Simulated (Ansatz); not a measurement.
The same path of ClH + ClH6HfNO2Si (14 atoms, charge 0, multiplicity 1) was run twice with different band settings. Lost on the way: Cl13–H14. Made: Hf1–Cl13, O2–H14.

Level of theory: RHF/def2-SVP (Ansatz 0.2.0).

Relaxed end points:

```xyz
14
Properties=species:S:1:pos:R:3
Hf -0.090 0.105 0.082
O 0.472 0.386 1.941
H 0.490 0.934 2.707
Cl 1.877 0.000 -1.312
N -1.237 1.671 -0.526
H -2.208 1.615 -0.786
H -0.933 2.621 -0.655
O -1.239 -1.458 -0.055
Si -2.099 -2.867 -0.056
H -2.334 -3.316 1.334
H -3.406 -2.640 -0.714
H -1.360 -3.912 -0.795
Cl 1.641 -2.688 2.341
H 1.330 -1.461 2.527
```

```xyz
14
Properties=species:S:1:pos:R:3
Hf 0.339 -0.316 -0.020
O -0.274 -0.051 2.275
H -0.923 -0.661 2.605
Cl 0.928 -0.577 -2.337
N -0.398 1.580 -0.128
H -0.838 2.094 0.614
H -0.401 2.139 -0.963
O -1.005 -1.739 0.189
Si -2.106 -2.943 -0.013
H -2.677 -3.300 1.310
H -3.206 -2.498 -0.897
H -1.466 -4.144 -0.593
Cl 2.504 -0.607 1.080
H 0.428 0.014 2.911
```

Common settings: movable images 5; climbing image yes; spring 5.0 eV/Å²; start path through a guess of the saddle point; force threshold 0.03 eV/Å; iteration limit 60; end points relaxed.

| run | optimiser |
| --- | --- |
| 1 | quadratic models (default) |
| 2 | fire |

Task: What does each run give, and how far can it be trusted?

Result: Run 1: converged after 52 iterations, highest image 0.362 eV above the first end. The profile has 2 maxima (images 2, 4) with wells between them (image 3): this band takes more than one step, which may be the mechanism or a detour left from its start path. Neighbouring images differ by up to 1.2 eV, so the band resolves the path poorly. A vibrational analysis at the climbing image gives one clearly imaginary mode, 1135i cm⁻¹: a first-order saddle point.
Run 2: not converged after 60 iterations, highest image 0.618 eV above the first end. The band didn't meet its force threshold, so its energies are provisional: the largest band force was still 0.36 eV/Å, and over the last iterations the top moved between 0.58 and 0.62 eV. Neighbouring images lie up to 1.6 Å apart, so the band is torn or far too coarse.
The orbitals stay closed-shell, which can raise the energy where a bond breaks towards radicals; this wasn't checked here.
